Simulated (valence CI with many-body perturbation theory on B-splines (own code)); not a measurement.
Hf LX: electric-dipole lines

Method: configuration interaction combined with many-body perturbation theory (CI+MBPT): three valence electrons over a frozen Dirac-Fock core [Ne], a basis of 11 s, 11 p, 9 d, 7 f, 5 g, 2 h, 1 i functions for each j, with the one-electron correlation potential Σ1 (screened to all orders), the two-electron term Σ2, the three-electron term Σ3, Breit, model QED; selected single and double excitations, second order for the rest (own B-spline code, finite nucleus).

No measured spectrum was set against this ion. As an estimate, large intervals hold to a few tenths of a per cent, small ones and those within an open d or f shell to about a per cent.

Lines 51 to 100 of 255 in falling wavelength, among levels below 1335.1 eV, chosen from the strongest by gf and those to the six lowest levels. Wavelengths and rates use the calculated energies. Electric multipoles are in the length gauge, E1 and E2 with the static RPA response of the core. Weak lines are less certain than strong ones. Lines between different terms over intervals too small for the method are left out, as are lines whose strength nearly cancels. The highest levels of a list are the least certain.

Levels are named by their leading jj configuration (3d3/2^4 stands for four electrons in 3d with j = 3/2), which in mixed levels can hold well under half, so a name can repeat and another be missing. Letters in brackets count levels of one name in rising energy.

| λ vac (nm) | Upper | Lower | A (s⁻¹) | log gf | Branch % |
| --- | --- | --- | --- | --- | --- |
| 4.855 | (3s 3p1/2 3d5/2) J=5/2 [a] | (3s 3p1/2 3p3/2) J=3/2 [b] | 2.00e+09 | -2.37 | 0.8 |
| 4.646 | (3s 3d3/2 3d5/2) J=3/2 [b] | (3s 3p3/2 3d3/2) J=1/2 [b] | 6.46e+10 | -1.08 | 2.7 |
| 4.636 | (3s 3d3/2 3d5/2) J=5/2 [b] | (3s 3p3/2 3d3/2) J=5/2 [b] | 5.21e+10 | -1.00 | 2.0 |
| 4.631 | (3s 3d3/2 3d5/2) J=7/2 [b] | (3s 3p3/2 3d3/2) J=5/2 [b] | 1.79e+11 | -0.34 | 10.8 |
| 4.554 | (3p1/2 3p3/2 3d5/2) J=3/2 [a] | (3p1/2 3p3/2^2) J=3/2 | 9.49e+10 | -0.93 | 7.3 |
| 4.524 | (3s 3p1/2 3d5/2) J=3/2 | (3s 3p1/2 3p3/2) J=1/2 | 1.69e+11 | -0.68 | 28.7 |
| 4.492 | (3s 3p1/2 3d5/2) J=5/2 [a] | (3s 3p1/2 3p3/2) J=5/2 | 7.82e+09 | -1.85 | 3.2 |
| 4.482 | (3s 3d3/2 3d5/2) J=1/2 | (3s 3p3/2 3d3/2) J=1/2 [b] | 1.93e+11 | -0.94 | 6.6 |
| 4.447 | (3s 3p1/2 3d5/2) J=5/2 [b] | (3s 3p1/2 3p3/2) J=3/2 [b] | 1.35e+11 | -0.62 | 59.9 |
| 4.420 | (3s 3d3/2 3d5/2) J=5/2 [b] | (3s 3p3/2 3d3/2) J=3/2 [b] | 1.29e+11 | -0.65 | 5.1 |
| 4.409 | (3p1/2 3p3/2 3d5/2) J=5/2 [a] | (3p1/2 3p3/2^2) J=5/2 | 1.02e+11 | -0.75 | 7.4 |
| 4.370 | (3s 3p1/2 3d5/2) J=3/2 | (3s 3p1/2 3p3/2) J=3/2 [b] | 5.64e+10 | -1.19 | 9.6 |
| 4.365 | (3s 3p3/2 3d5/2) J=5/2 [a] | (3s 3p3/2^2) J=5/2 | 1.88e+11 | -0.49 | 28.4 |
| 4.358 | (3p1/2 3p3/2 3d5/2) J=1/2 | (3p1/2 3p3/2^2) J=1/2 | 2.74e+11 | -0.81 | 26.7 |
| 4.357 | (3s 3p3/2 3d5/2) J=1/2 | (3s 3p3/2^2) J=1/2 | 3.29e+11 | -0.73 | 49.2 |
| 4.350 | (3s 3d3/2 3d5/2) J=3/2 [b] | (3s 3p3/2 3d3/2) J=3/2 [b] | 1.30e+11 | -0.83 | 5.3 |
| 4.328 | (3s 3d3/2 3d5/2) J=7/2 [a] | (3s 3p3/2 3d3/2) J=5/2 [a] | 2.11e+11 | -0.32 | 10.1 |
| 4.309 | (3p1/2 3p3/2 3d5/2) J=3/2 [b] | (3p1/2 3p3/2^2) J=1/2 | 1.64e+11 | -0.74 | 10.4 |
| 4.284 | (3s 3p1/2 3d5/2) J=7/2 | (3s 3p1/2 3p3/2) J=5/2 | 1.63e+11 | -0.45 | 88.5 |
| 4.282 | (3s^2 3d5/2) J=5/2 | (3s^2 3p3/2) J=3/2 | 2.50e+11 | -0.38 | 100.0 |
| 4.267 | (3s 3p3/2 3d5/2) J=5/2 [b] | (3s 3p3/2^2) J=3/2 | 4.64e+11 | -0.12 | 19.6 |
| 4.266 | (3p1/2 3p3/2 3d5/2) J=5/2 [b] | (3p1/2 3p3/2^2) J=3/2 | 4.19e+11 | -0.16 | 26.5 |
| 4.253 | (3p1/2^2 3d5/2) J=5/2 | (3p1/2^2 3p3/2) J=3/2 | 1.15e+11 | -0.73 | 39.5 |
| 4.235 | (3s 3p3/2 3d5/2) J=7/2 [a] | (3s 3p3/2^2) J=5/2 | 2.62e+11 | -0.25 | 55.5 |
| 4.234 | (3p1/2 3p3/2 3d5/2) J=7/2 [b] | (3p1/2 3p3/2^2) J=5/2 | 3.10e+11 | -0.18 | 33.3 |
| 4.231 | (3s 3d3/2 3d5/2) J=5/2 [a] | (3s 3p3/2 3d3/2) J=3/2 [a] | 2.18e+11 | -0.45 | 11.7 |
| 4.225 | (3s 3p1/2 3d5/2) J=5/2 [a] | (3s 3p1/2 3p3/2) J=3/2 [a] | 2.36e+11 | -0.42 | 95.3 |
| 4.206 | (3s 3p3/2 3d5/2) J=3/2 [b] | (3s 3p3/2^2) J=1/2 | 2.24e+11 | -0.62 | 9.5 |
| 4.201 | (3p1/2 3p3/2 3d5/2) J=5/2 [b] | (3p1/2 3p3/2^2) J=5/2 | 4.69e+10 | -1.13 | 3.0 |
| 4.192 | (3s 3p3/2 3d5/2) J=3/2 [a] | (3s 3p3/2^2) J=5/2 | 6.51e+10 | -1.16 | 8.8 |
| 4.176 | (3s 3d3/2 3d5/2) J=3/2 [a] | (3s 3p3/2 3d3/2) J=1/2 [a] | 2.08e+11 | -0.66 | 11.7 |
| 4.152 | (3s 3d3/2 3d5/2) J=3/2 [a] | (3s 3p3/2 3d3/2) J=3/2 [a] | 6.58e+10 | -1.17 | 3.7 |
| 4.144 | (3s 3d3/2 3d5/2) J=9/2 | (3s 3p3/2 3d3/2) J=7/2 | 3.03e+11 | -0.11 | 15.5 |
| 4.141 | (3s 3p1/2 3d5/2) J=5/2 [b] | (3s 3p1/2 3p3/2) J=5/2 | 6.45e+10 | -1.00 | 28.7 |
| 4.074 | (3s 3p1/2 3d5/2) J=3/2 | (3s 3p1/2 3p3/2) J=5/2 | 1.96e+10 | -1.71 | 3.3 |
| 4.034 | (3s 3d3/2 3d5/2) J=7/2 [b] | (3s 3p3/2 3d3/2) J=7/2 | 5.88e+10 | -0.94 | 3.6 |
| 3.998 | (3s 3d3/2 3d5/2) J=5/2 [b] | (3s 3p3/2 3d3/2) J=5/2 [a] | 7.80e+10 | -0.95 | 3.1 |
| 3.984 | (3s 3p3/2 3d5/2) J=7/2 [b] | (3s 3p3/2^2) J=5/2 | 2.30e+11 | -0.36 | 12.2 |
| 3.913 | (3s 3p1/2 3d5/2) J=5/2 [b] | (3s 3p1/2 3p3/2) J=3/2 [a] | 5.95e+09 | -2.09 | 2.6 |
| 3.853 | (3s 3p1/2 3d5/2) J=3/2 | (3s 3p1/2 3p3/2) J=3/2 [a] | 4.75e+10 | -1.37 | 8.0 |
| 2.754 | (3s 3p1/2 3p3/2) J=3/2 [a] | (3s^2 3p1/2) J=1/2 | 8.84e+09 | -2.40 | 81.2 |
| 2.715 | (3s 3p3/2 3d5/2) J=5/2 [a] | (3s^2 3d5/2) J=5/2 | 3.26e+11 | -0.67 | 49.3 |
| 2.715 | (3p1/2 3p3/2 3d5/2) J=7/2 [a] | (3s 3p1/2 3d5/2) J=5/2 [b] | 9.04e+10 | -1.10 | 7.1 |
| 2.683 | (3s 3p3/2^2) J=5/2 | (3s^2 3p3/2) J=3/2 | 5.68e+11 | -0.43 | 99.9 |
| 2.677 | (3p1/2 3p3/2 3d5/2) J=3/2 [a] | (3s 3p1/2 3d5/2) J=3/2 | 6.42e+11 | -0.56 | 49.1 |
| 2.667 | (3p1/2 3p3/2^2) J=3/2 | (3s 3p1/2 3p3/2) J=1/2 | 9.60e+11 | -0.39 | 37.4 |
| 2.664 | (3s 3p3/2 3d5/2) J=7/2 [a] | (3s^2 3d5/2) J=5/2 | 1.15e+11 | -1.01 | 24.3 |
| 2.656 | (3p1/2 3p3/2 3d5/2) J=7/2 [a] | (3s 3p1/2 3d5/2) J=7/2 | 9.06e+10 | -1.12 | 7.1 |
| 2.647 | (3s 3p3/2 3d5/2) J=3/2 [a] | (3s^2 3d5/2) J=5/2 | 1.99e+11 | -1.08 | 26.8 |
| 2.638 | (3p1/2 3p3/2^2) J=5/2 | (3s 3p1/2 3p3/2) J=3/2 [b] | 6.49e+11 | -0.39 | 59.3 |
